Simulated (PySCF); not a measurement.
CH2F, SMILES F[CH2] (connectivity only; charge and spin as stated), charge +1, multiplicity 1. Atoms are numbered in the order given.

```xyz
4

C      0.0000     0.0000    -0.5899
F      0.0000     0.0000     0.6356
H      0.0000     0.9768    -1.0904
H      0.0000    -0.9768    -1.0904
```
Charge +1, spin multiplicity 1.

Coordinates come from a PBE0-D3(BJ)/def2-TZVPD optimisation. The spin state was assumed, not searched. The isomer is the one that the SMILES or the coordinates give; other isomers of the formula were not compared.

Two levels are set side by side: PBE/pcSseg-2 (PySCF) and KT2/pcSseg-2 (PySCF). GIAO shifts against CFCl3 (¹⁹F), TMS (¹H), TMS (¹³C) at the same level; non-relativistic, no solvent, atoms listed together averaged. Differences are taken from unrounded values.

```
quantity                 KT2    PBE  PBE minus KT2
---------------------  -----  -----  -------------
δ(¹³C) of C1 (ppm)     275.0  299.5           24.5
δ(¹⁹F) of F2 (ppm)     302.8  364.3           61.5
δ(¹H) of H3, H4 (ppm)  10.42  10.67           0.25
```

Rough cost on one machine, each run with all the roots and properties that it gave: KT2 against PBE within a factor of 2.
